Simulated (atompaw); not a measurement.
What one change does to a pseudopotential (dysprosium (Dy), PAW (atompaw))

```
Element                 : dysprosium
Generator               : atompaw 4.2.0.5
Type                    : PAW
Functional              : PBEsol
Relativity              : scalar-relativistic
Frozen core             : [Xe] 4f9
Valence charge          : 3
Reference configuration : 5d1 6s2 6p0
Partial waves           : 6s (bound): rc 3.00 bohr; 6s channel at 3.95 Ry: rc 3.00 bohr; 6p (bound, empty): rc 3.00 bohr; 6p channel at 1.6 Ry: rc 3.00 bohr; 5d (bound): rc 3.00 bohr; 5d channel at 1.55 Ry: rc 3.00 bohr
Local potential         : bessel scheme, radius 2.10 bohr
Core correction         : smooth core density matched at 2.20 bohr
Augmentation charge     : sinc compensation charge, radius 2.80 bohr; PAW radius 3.00 bohr; waves and projectors: custom polynom vanderbiltortho
```

Change: core [Kr] 4d10, valence charge 20; reference 4f10 5s2 5p6 5d0 6s1.75 6p0.25; waves now 5s (bound): rc 1.45 bohr; 6s (bound): rc 3.00 bohr; 5p (bound): rc 2.30 bohr; 6p (bound): rc 3.00 bohr; 5d (bound): rc 3.00 bohr; 5d channel at 0.7 Ry: rc 3.00 bohr; 4f (bound): rc 0.95 bohr; 4f channel at 4.9 Ry: rc 0.95 bohr; local potential bessel scheme, radius 2.45 bohr; core correction smooth core density matched at 1.55 bohr; augmentation sinc compensation charge, radius 2.70 bohr; PAW radius 3.00 bohr; waves and projectors: custom polynom vanderbiltortho.

Cutoffs: the cutoffs (Ry, on a coarse ladder) from which the occupation-weighted sum of valence levels, in a spherical-Bessel basis at the reference potential, stays within 10 and 1 mRy of its value at 400 Ry; they do not see the model core or the augmentation charge, which bear on the density cutoff.

Problem. What does the change do?

Solution. The bound ghost in p, s disappears; the range in which the d phases agree narrows (upper end at the end of the scan → 2.6). Several settings change at once here, so the effects cannot be laid on one of them.

```tsv
quantity	base	changed
cutoff, loose	8 Ry	230 Ry
cutoff, tight	10 Ry	over 300 Ry
bound ghosts	s, p	none
s: phases at 3.00 bohr within 0.05 rad from the reference energy up to (Ry; the scan ends near 5)	to the end of the scan	4.3
p: phases at 3.00 bohr within 0.05 rad from the reference energy up to (Ry; the scan ends near 5)	to the end of the scan	to the end of the scan
d: phases at 3.00 bohr within 0.05 rad from the reference energy up to (Ry; the scan ends near 5)	to the end of the scan	2.6
lowest overlap eigenvalue by channel	s 0.02, p 0.58, d 0.92	s 0.57, p 0.61, d 0.94, f 1.00
```

 A true bound ghost makes a file unfit for plane-wave use even where its test errors are small: the radial tests pick states by their node count and pass the ghost by. The cutoffs see the waves, projectors and local potential, not the compensation charge or the core.
